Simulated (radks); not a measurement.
Values are calculated unless marked as measured or tabulated.
The mean radii <r> (bohr) of the occupied orbitals of an atom or ion are listed with their occupations. Code: a radial shooting solver on a logarithmic mesh with Libxc functionals. Model: scalar-relativistic Kohn-Sham, PBEsol, spin-polarised, spherical densities, finite nucleus; Fermi nuclear charge, rms radius of each element as measured or else 0.836 A^(1/3) + 0.57 fm.

| orbital | occ. | <r> |
|---|---|---|
| 1s up | 1 | 0.01580 |
| 1s down | 1 | 0.01580 |
| 2s up | 1 | 0.06651 |
| 2s down | 1 | 0.06651 |
| 2p up | 3 | 0.06055 |
| 2p down | 3 | 0.06055 |
| 3s up | 1 | 0.1717 |
| 3s down | 1 | 0.1717 |
| 3p up | 3 | 0.1738 |
| 3p down | 3 | 0.1738 |
| 3d up | 5 | 0.1575 |
| 3d down | 5 | 0.1575 |
| 4s up | 1 | 0.3772 |
| 4s down | 1 | 0.3772 |
| 4p up | 3 | 0.4027 |
| 4p down | 3 | 0.4027 |
| 4d up | 5 | 0.4226 |
| 4d down | 5 | 0.4226 |
| 5s up | 1 | 0.8309 |
| 5s down | 1 | 0.8309 |
| 4f up | 7 | 0.4411 |
| 4f down | 7 | 0.4410 |
| 5p up | 3 | 0.9482 |
| 5p down | 3 | 0.9476 |
| 5d up | 5 | 1.236 |
| 5d down | 5 | 1.227 |
| 6s up | 1 | 2.131 |
| 6s down | 1 | 2.106 |
| 6p up | 2 | 2.772 |

Name the element and its charge. Open shells, if any, are filled with parallel spins first.

Answer. Z = 83, bismuth, charge +1: Bi+ in [Hg] 6p2. The 1s radius gives Z: for a bare nucleus <r> = (2 gamma + 1)/(2Z) with gamma = sqrt(1 - (Z/c)^2), 0.01561 bohr for Z = 83, and screening makes it slightly larger (0.01580 here). The occupations add up to 82, and the charge is Z minus that.
